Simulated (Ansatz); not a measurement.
The lowest singlet and triplet of F2Si (SMILES F[Si]F); geometries from B3LYP-D3(BJ)/def2-TZVP, each state relaxed from the structure named, with no frequency check.
Singlet (charge 0, multiplicity 1):
```xyz
3

F     -1.23896    -0.45010     0.00000
Si    -0.00056     0.57716     0.00000
F      1.23983    -0.44770     0.00000
```

A positive gap puts the triplet lower; no zero-point energy. R- takes a restricted singlet. The triplet is unrestricted in single-reference levels. Active spaces average the two states.

Frozen-core correlation.

Run with Ansatz (a quantum-chemistry and plane-wave program). Each number belongs to the level named beside it.

**Question.** What gap E(singlet) − E(triplet), vertical, at the singlet's geometry does R-HF/cc-pV(D+d)Z give?

**Answer.** -236 kJ/mol

**Question.** What gap E(singlet) − E(triplet), vertical, at the singlet's geometry does R-CCSD/cc-pV(Q+d)Z give?

**Answer.** -313 kJ/mol

**Question.** Estimate the gap E(singlet) − E(triplet), vertical, at the singlet's geometry that SC-NEVPT2 on SA-CASSCF(2,2)/cc-pV(T+d)Z returns for this input.

**Answer.** -308 kJ/mol

Doubts at one or more of the structures used: a restricted determinant that unrestricted orbitals would lower (R-CCSD/cc-pV(Q+d)Z).
